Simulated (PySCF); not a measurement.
**He (helium, neutral): PBE calculation**

Configuration: 1s1 2p1, high-spin 3P determinant (an excited configuration). Computed with PySCF 2.14 in aug-cc-pVTZ with one added diffuse shell each of s, p, d type (5s4p3d, 32 functions), with the non-relativistic Hamiltonian (point nucleus).

```json
{
 "Total energy": "-2.1405 hartree",
 "One-electron energy": "-2.4197 hartree",
 "Hartree (Coulomb) energy": "1.0356 hartree",
 "Exchange-correlation energy": "-0.7565 hartree",
 "Kinetic energy": "2.15792 hartree",
 "⟨S²⟩": "2.0000",
 "⟨L²⟩": "2.000",
 "Sum of ⟨r⟩": "4.807 bohr",
 "Sum of ⟨r²⟩": "19.79 bohr²",
 "Traceless quadrupole moment −½Σ⟨3z² − r²⟩ along its main axis": "-7.60 e·bohr²",
 "Density at the nucleus (Gaussians lack the cusp)": "2.45 bohr⁻³",
 "Spin density at the nucleus": "2.45 bohr⁻³",
 "Langevin diamagnetic susceptibility": "-15.7 ×10⁻⁶ cm³/mol"
}
```

| shell | electrons | mean orbital energy (hartree) | rms radius, mean of both spins (bohr) |
| --- | --- | --- | --- |
| 1s α | 1 | -1.25324 | 0.894 |
| 2p α | 1 | -0.06221 | 4.36 |

The outer electron is Rydberg-like, and this basis confines it to a smaller radius and binds it less than a complete one would.
